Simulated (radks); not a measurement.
The mean radii <r> (bohr) of the occupied orbitals of an atom or ion are listed with their occupations. Method: scalar-relativistic Kohn-Sham, r2SCAN, spin-polarised, spherical densities, finite nucleus; meta-GGA in the generalised Kohn-Sham scheme; Fermi nuclear charge, rms radius of each element as measured or else 0.836 A^(1/3) + 0.57 fm; computed with a radial shooting solver on a logarithmic mesh with Libxc functionals.

| orbital | occ. | <r> |
|---|---|---|
| 1s down | 1 | 0.06644 |
| 1s up | 1 | 0.06644 |
| 2s up | 1 | 0.3075 |
| 2s down | 1 | 0.3068 |
| 2p up | 3 | 0.2738 |
| 2p down | 3 | 0.2730 |
| 3p up | 3 | 0.9603 |
| 3p down | 3 | 0.9688 |
| 3d up | 3 | 1.053 |

Name the element and its charge. Open shells, if any, are filled with parallel spins first.

Answer. Z = 23, vanadium, charge +4: V4+ in [Ne] 3p6 3d3. The 1s radius gives Z: for a bare nucleus <r> = (2 gamma + 1)/(2Z) with gamma = sqrt(1 - (Z/c)^2), 0.0646 bohr for Z = 23, and screening makes it slightly larger (0.06644 here). The occupations add up to 19, and the charge is Z minus that.
